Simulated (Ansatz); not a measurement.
O$_{2}$-, multiplicity 2 (the spin of the measured ground state), most abundant isotopes (15.9949 and 15.9949 u). Constants from fifth-degree fits in 1/R to seven points on the lowest solution found; no spin–orbit coupling, no relativity up to Kr; ω_e x_e and α_e move by some per cent with the fit.

Cores are frozen in the correlated methods. CBS: X⁻³ extrapolation of the correlation energy, Hartree–Fock from the larger set.

The values were computed with Ansatz (Gaussian orbitals). 

```tsv
level	r_e (Å)	ω_e (cm⁻¹)	ω_e x_e (cm⁻¹)	α_e (cm⁻¹)
PBE/def2-TZVPP	1.3628	1123.8	7.50	0.0124
CCSD(T)/CBS(aug-cc-pVTZ, aug-cc-pVQZ)	1.3460	1135.5	8.68	0.0135
```

Problem. Derive the rotational constants, the centrifugal constant, the fundamental, the zero-point energy and the force constant.

Solution. 
μ = 7.99746 u.
- PBE/def2-TZVPP: B_e = 16.8576/(μ r_e²) = 1.1350 cm⁻¹; B₀ = B_e − α_e/2 = 1.1288 cm⁻¹; D = 4B_e³/ω_e² = 4.63e-06 cm⁻¹; fundamental ω_e − 2ω_e x_e = 1109 cm⁻¹; zero-point energy ω_e/2 − ω_e x_e/4 = 560 cm⁻¹; k = μ(2πcω_e)² = 595 N/m
- CCSD(T)/CBS(aug-cc-pVTZ, aug-cc-pVQZ): B_e = 16.8576/(μ r_e²) = 1.1634 cm⁻¹; B₀ = B_e − α_e/2 = 1.1567 cm⁻¹; D = 4B_e³/ω_e² = 4.89e-06 cm⁻¹; fundamental ω_e − 2ω_e x_e = 1118 cm⁻¹; zero-point energy ω_e/2 − ω_e x_e/4 = 566 cm⁻¹; k = μ(2πcω_e)² = 608 N/m

Measured for the ground state: ω_e 1090 cm⁻¹ [Huber and Herzberg (1979), NIST Chemistry WebBook].

Ansatz is an electronic-structure program.
